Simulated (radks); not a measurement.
Task: All-electron atom: Ta IV in [Xe] 4f14 5d2 (the NIST ground configuration). Method: scalar-relativistic Kohn-Sham, PBE, spin-unpolarised, spherical densities, point nucleus; computed with a radial shooting solver on a logarithmic mesh with Libxc functionals. Some entries of the table are withheld. Estimate them.

| orbital | occ. | eigenvalue (hartree) | <r> (bohr) |
|---|---|---|---|
| 1s | 2 | -2476.922 | (1) |
| 2s | 2 | (2) | 0.07894 |
| 2p | 6 | -373.7779 | 0.07057 |
| 3s | 2 | (3) | 0.2048 |
| 3p | 6 | -82.82919 | 0.2049 |
| 3d | 10 | (4) | 0.1856 |
| 4s | 2 | -20.90400 | 0.4587 |
| 4p | 6 | -15.77021 | (5) |
| 4d | 10 | -9.20174 | 0.5231 |
| 5s | 2 | -3.71297 | 1.096 |
| 5p | 6 | -2.46752 | 1.278 |
| 4f | 14 | (6) | 0.6372 |
| 5d | 2 | -1.07045 | 1.842 |

Result: 
(1) 1s <r> (bohr): 0.01866
(2) 2s eigenvalue (hartree): -426.4169
(3) 3s eigenvalue (hartree): -98.48298
(4) 3d eigenvalue (hartree): -64.57680
(5) 4p <r> (bohr): 0.4877
(6) 4f eigenvalue (hartree): -1.94274
